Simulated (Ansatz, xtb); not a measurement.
**Relative energy of two isomers of C4H6F2O**

Structure I is `FC1(F)CCCO1`, a singlet and structure II is `FC1(F)CCOC1`, a singlet. Both are isolated molecules in the gas phase, relaxed with PBE0-D3(BJ)/def2-SVP; the shapes shown needn't be the lowest conformers.

I (Å):

```tsv
atom	x (Å)	y (Å)	z (Å)
C	-1.9496	-2.2806	0.4435
C	-1.0098	-1.4862	1.3337
C	-0.5830	-0.3664	0.3975
C	-1.8703	-0.1406	-0.3866
F	-1.2886	-3.2633	-0.2158
F	-2.9299	-2.8958	1.1275
O	-2.4939	-1.4174	-0.4606
H	-0.1964	-2.1133	1.7188
H	-1.5947	-1.1005	2.1825
H	-0.2286	0.5366	0.9131
H	0.2164	-0.7168	-0.2735
H	-1.7092	0.2287	-1.4093
H	-2.5455	0.5624	0.1331
```

II (Å):

```xyz
13

C    -0.6418   -0.7833    0.0494
C     0.8255   -1.1053   -0.1405
C     1.3041    0.1760   -0.8019
C    -0.6649    0.7386    0.2327
F    -1.2095   -1.4385    1.0842
F    -1.3432   -1.1310   -1.0628
O     0.6143    1.2021   -0.1186
H     0.9643   -2.0202   -0.7313
H     1.2873   -1.2296    0.8500
H     2.3833    0.3569   -0.7016
H     1.0507    0.1738   -1.8805
H    -1.4531    1.1662   -0.4124
H    -0.8816    0.9953    1.2812
```

Energies in hartree; the thermal terms are from GFN2-xTB frequencies at re-optimised GFN2-xTB minima (ideal gas, soft modes damped towards free rotors, one conformer each, 298.15 K, 1 atm) and include the zero-point energy:

```
                              I           II
E, CCSD(T)/def2-SVP  −429.552386  −429.528804
    E, MP2/def2-SVP  −429.474981  −429.449963
  E, MP2/def2-TZVPP  −430.286920  −430.264764
  zero-point energy     0.097881     0.097533
       H(298 K) − E     0.105037     0.104684
       G(298 K) − E     0.067471     0.067186
```

Correct the CCSD(T) difference for the basis set by the MP2 change, then work out ΔE, ΔE₀, ΔH and ΔG for I → II in kJ/mol (1 Eh = 2625.50 kJ/mol) and the equilibrium ratio [II]/[I].

1. Differences II − I: CCSD(T) +0.023582, MP2 in the small set +0.025018, MP2 in the large set +0.022156 Eh.
2. ΔE = +0.023582 + (+0.022156 − (+0.025018)) = +0.020720 Eh = +54.40 kJ/mol.
3. ΔE₀ = ΔE + ΔZPE = +0.020720 + (−0.000348) Eh = +53.49 kJ/mol.
4. ΔH = ΔE + (−0.000353) Eh = +53.47 kJ/mol.
5. ΔG = ΔE + (−0.000285) Eh = +53.65 kJ/mol, so ΔS = (ΔH − ΔG)/T = −0.6 J/(mol K).
6. kT = 0.9442 mEh, so K = [II]/[I] = exp(−ΔG/kT) = exp(−21.64) ≈ 4.0 × 10^−10.

Structure I is favoured at this temperature. An error of 4 kJ/mol in ΔG would change K by a factor of 5. Mirror images and further conformers aren't counted.

As drawn, both hold the same kinds of bond in the same numbers.

Other levels gave ΔE = +40.9 (GFN2-xTB); +38.4 (HF/STO-3G, GFN2-xTB geometries); +61.5 (r2SCAN-D4/def2-SVP, GFN2-xTB geometries); +61.3 (PBE0-D3(BJ)/def2-SVP); +61.2 (HF/def2-SVP); +65.7 (MP2/def2-SVP); +61.9 (CCSD(T)/def2-SVP) kJ/mol. The correlated steps freeze 7 core orbitals. Programs: Ansatz 0.2.0, xtb 6.7.1.
